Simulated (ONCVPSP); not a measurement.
**Configuration tests for scandium (ONCV)**

* Element: Sc
* Generator: ONCVPSP 4.0.1
* Type: optimised norm-conserving Vanderbilt (ONCV)
* Functional: PBE
* Relativity: scalar-relativistic
* Frozen core: [Ne]
* Valence charge: 11
* Reference configuration: 3s2 3p6 3d1 4s1.75 (charge +0.25)
* Partial waves: 3s+4s: rc 2.00 bohr, ncon 4, nbas 7, qcut 6.6 1/bohr, 3 projectors, debl 1.4 Ha; 3p: rc 1.35 bohr, ncon 4, nbas 8, qcut 11.8 1/bohr, 2 projectors, debl 2.7 Ha; 3d: rc 1.80 bohr, ncon 4, nbas 8, qcut 7.2 1/bohr, 2 projectors, debl 3.1 Ha; f scattering state at 0.22 Ha: rc 1.95 bohr, ncon 5, nbas 9, qcut 4.9 1/bohr, 1 projector
* Local potential: polynomial inside 1.30 bohr (lpopt 5, dvloc0 6 Ha)
* Core correction: polynomial model core, fcfact 0.3

Energies are relative to the spin-unpolarised reference configuration 3s2 3p6 3d1 4s1.75; without spin polarisation the order of configurations can differ from experiment.

Problem. Give the all-electron excitation energy and the error of the potential for: 3s2 3p6 3d1 4s2; 3s2 3p6 3d1 4s1; 3s2 3p6 3d1 4s0; 3s1 3p6 3d1 4s2.

Solution.

```
valence configuration  charge  ΔE all-electron (eV)  error AE − PS (meV)
      3s2 3p6 3d1 4s2       0                -1.209                 +0.1
      3s2 3p6 3d1 4s1      +1                 5.688                 -0.5
      3s2 3p6 3d1 4s0      +2                18.455                 -3.5
      3s1 3p6 3d1 4s2      +1                60.763                 -324
```
